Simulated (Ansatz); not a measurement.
Cost and result for the atomization energy of `BC(C)C=N` (13 atoms, 12 bonds).

```xyz
13

B    -1.4811    0.7362   -0.2520
C    -0.2528   -0.1596    0.0750
C     0.1781   -1.1533   -1.0015
C     0.8968    0.5542    0.6996
N     1.0365    0.6502    1.9524
H    -1.6300    1.8010    0.2704
H    -2.3371    0.3045   -0.9710
H    -0.7503   -0.7108    0.9055
H    -0.6869   -1.6658   -1.4255
H     0.8633   -1.9063   -0.6049
H     0.6894   -0.6410   -1.8211
H     1.6091    0.9959   -0.0139
H     1.8649    1.1947    2.1869
```

Charge 0, multiplicity 1. All single points use the PBE0-D4/def2-TZVP geometry. It is one conformer, not always the lowest. Program: Ansatz. All runs use 4 threads of an Arm Neoverse V1 on a shared host. Times are those of one run each, without the atoms' runs, and a repeat can differ threefold. Electronic energies, without spin–orbit coupling; frozen cores. CCSD(T)/CBS adds CCSD(T) − MP2 in def2-TZVPP to the MP2 limit, and its time is that of the two runs behind it. T1 = 0.011. B3LYP takes the VWN-RPA correlation (the form of Gaussian; ORCA's B3LYP/G).

CCSD(T)/CBS is a level of theory with its own doubt, some kJ/mol a heavy atom from the limit and from the frozen cores, so smaller differences don't rank the functionals.

```csv
level,functions,wall time,atomization (kJ/mol),difference from CCSD(T)/CBS,per bond
PBE-D4/def2-TZVPP (with forces),267,2.7 s,5155.1,135.4,11.3
PBE0-D4/def2-TZVPP,267,2.7 s,5073.2,53.5,4.5
B3LYP-D4/def2-TZVPP (with forces),267,4.5 s,5059.9,40.2,3.3
r2SCAN-D4/def2-TZVPP (with forces),267,5 s,5045.1,25.4,2.1
B2PLYP/def2-TZVPP,267,6 s,4999.7,-20.0,-1.7
ωB97X-V/def2-TZVPP,267,8 s,5047.7,28.0,2.3
ωB97M-V/def2-TZVPP (with forces),267,11 s,5057.8,38.1,3.2
MP2/def2-QZVPP,525,28 s,5036.2,16.5,1.4
CCSD(T)/def2-TZVPP,267,2.8 min,4903.8,-115.9,-9.7
CCSD(T)/CBS(def2),–,3.3 min,5019.7,0.0,0.0
```

The D4 term adds +36.0 kJ/mol with B3LYP and +19.0 kJ/mol with PBE0; it sums over pairs of atoms, weighted by their polarisabilities, and B3LYP, whose exchange is more repulsive, gets the larger term. In def2-TZVPP, CCSD(T) changes the Hartree–Fock value by +1180.6 kJ/mol (the triples alone add +69.1 kJ/mol) and MP2 by +1244.6 kJ/mol; breaking electron pairs costs correlation energy, which Hartree–Fock lacks. From PBE to PBE0 (25 % exact exchange), in def2-TZVPP and without D4, the atomization energy moves by −78.3 kJ/mol: exact exchange takes away binding that semilocal exchange gives to molecules.
